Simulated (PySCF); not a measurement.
[Hg(H2S)2]2+: from a saddle point downhill

PySCF 2.14.0, RKS PBE, Hg def2-SVP with ECP60, S def2-SVP, H def2-SVP; non-relativistic Hamiltonian with scalar-relativistic core potentials where named; density fitting; no spin-orbit coupling. Relaxed within the symmetry of its start, the geometry (C2h) is

```xyz
7

Hg    0.0000    0.0000    0.0000
S     0.0000   -0.1667    2.4977
H     1.0061    0.7476    2.7329
H    -1.0061    0.7476    2.7329
S     0.0000    0.1667   -2.4977
H     1.0061   -0.7476   -2.7329
H    -1.0061   -0.7476   -2.7329
```

and its lowest harmonic modes are -64, 72, 78, 222, 273, 623 cm⁻¹ (negative: unstable). It was moved along the lowest mode and relaxed again, within the group C2 that the move left.

Task: Where does it end, and how much lower?

Result: In C2, 0.000 eV lower, after 3 steps:
```xyz
7

Hg   -0.0114    0.0000    0.0000
S     0.0187   -0.1564    2.4976
H     0.8351    0.9313    2.7310
H    -1.1413    0.5533    2.7317
S     0.0187    0.1564   -2.4976
H     0.8351   -0.9313   -2.7310
H    -1.1413   -0.5533   -2.7317
```

Task: How do the contacts change?

Result: 
```tsv
contact	saddle (Å)	end (Å)
Hg1–S2 (H2S)	2.503	2.503
Hg1–S5 (H2S)	2.503	2.503
```


Task: Is the end a minimum?

Result: Probably not: 1 of the modes stay unstable (below −25 cm⁻¹), though so soft as to be near the noise; lowest modes -36, 73, 78, 222, 273, 621 cm⁻¹.

State: singlet.
